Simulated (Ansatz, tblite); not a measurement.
Cost and result up the ladder for the cluster Sn₄H₈ (12 atoms). Charge 0, multiplicity 1. Geometry: PBE-D4/def2-SVP.

```xyz
12

Sn    1.4518   -1.1834    0.5338
Sn   -1.3475    1.1592   -1.2411
Sn    0.3141    1.3669    1.0444
Sn   -1.3799   -1.7559   -1.5124
H    -2.8280    2.0027   -0.8702
H     1.2556   -2.5676    1.5620
H    -1.7104   -1.7581    0.2644
H    -0.4273    1.1763    2.6054
H     3.0354   -1.3190   -0.1818
H    -0.5617    2.1451   -2.4474
H     1.6365    2.4814    1.2575
H     0.5615   -1.7475   -1.0146
```

Ansatz on 4 threads of Arm Neoverse V1 on a shared host; xTB runs through tblite on one thread. Times are rough, summed over both states, and most runs start from the orbitals of an earlier one. PBE0-D4/def2-TZVP serves as the yardstick here, not as an exact answer. Differences are given only for rows in sets of like size (and for xTB, whose basis is part of the method), since another set adds its own error. The other state is a triplet at its own geometry, which has other bonds, so the gap mixes isomer and spin.

In the def2 sets Sn takes a core potential, while STO-3G treats all electrons; there is no spin–orbit coupling. The xTB rows come from tblite. LC-ωPBE has ω = 0.4 bohr⁻¹. Correlated methods freeze 16 core orbitals; core or outer-core shells of Sn are correlated, in sets that lack core-valence functions. At PBE0-D4/def2-TZVP a singlet of charge 0 lies 1.28 eV below the triplet, each at its own geometry. The structure comes from a short search, and lower isomers may exist.

Correlated methods converge slowly with the basis.

xTB has no spin-polarisation term.

```tsv
level	functions	triplet − singlet (eV)	difference from PBE0-D4/def2-TZVP (eV)
MP2/def2-TZVP	248	1.33	0.04
r2SCAN-D4/def2-TZVP	248	1.23	-0.05
PBE0-D4/def2-TZVP (with forces)	248	1.28	0.00
LC-ωPBE/def2-TZVP	248	1.04	-0.25
GFN1-xTB	52	3.32	2.03
HF/STO-3G	116	-0.44	–
PBE-D4/def2-TZVP	248	1.43	0.15
GFN2-xTB	44	2.39	1.10
```

Problem. Estimate how long each takes.

Solution. GFN1-xTB 0.015 s; GFN2-xTB 0.016 s; HF/STO-3G 8.3 s; PBE-D4/def2-TZVP 11 s; LC-ωPBE/def2-TZVP 17 s; r2SCAN-D4/def2-TZVP 25 s; MP2/def2-TZVP 26 s; PBE0-D4/def2-TZVP (with forces) 32 s. On shared hardware such times vary by a factor of up to 3.
